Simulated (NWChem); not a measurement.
CHF, singlet; SMILES [CH]F

All runs: NWChem. Low-valent species are run as closed-shell singlets; no triplet was tried in these runs. Structure relaxed at the PBE0/def2-SVP level. Level: PBE0/def2-SVP with SMD (1 M gas to 1 M solution), gas-phase geometry.

For solvent water:

```
Quantity                                     Result
-------------------------------------------  ------
cavity-dispersion-structure term (kcal/mol)     5.2
dipole in solution (D)                         1.91
```

### Question
How do the values read with solvent n-hexane instead?

### Answer
The cavity-dispersion-structure term (kcal/mol) comes out as 2.7 and the dipole in solution (D) is 1.69.
